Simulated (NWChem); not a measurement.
CH6OSSi; SMILES S[SiH2]OC

```xyz
10

Si    -0.8895     0.0335    -0.1028
S      0.4496     1.7027     0.1094
O     -0.2304    -1.4059     0.3885
C      0.9411    -1.9745    -0.1277
H     -2.0387     0.2799     0.8004
H     -1.2929    -0.0412    -1.5399
H      0.9828     1.5748    -1.1247
H      1.8059    -1.2945    -0.0228
H      1.1615    -2.8966     0.4306
H      0.8364    -2.2401    -1.1963
```
Atoms are numbered in this order, from 1.

Program: NWChem. Pople sets run with spherical d functions. Geometry: optimised at PBE0/def2-SVP. Ions are spin-unrestricted doublets at the neutral geometry; other ion states weren't tried.

```tsv
level	vertical ionisation energy, ΔSCF (eV)	−ε(HOMO) (eV)	ΔSCF minus −ε(HOMO) (eV)
B3LYP/6-31G*	(withheld)	(withheld)	(withheld)
PBE/6-31G*	9.44	6.28	3.16
Hartree-Fock/6-31G*	9.00	10.47	-1.47
r2SCAN/6-31G*	9.67	6.62	3.05
```

Q: Fill in the missing entries.

A: 
- B3LYP/6-31G*, vertical ionisation energy, ΔSCF (eV): 9.84
- B3LYP/6-31G*, −ε(HOMO) (eV): 7.27
- B3LYP/6-31G*, ΔSCF minus −ε(HOMO) (eV): 2.57
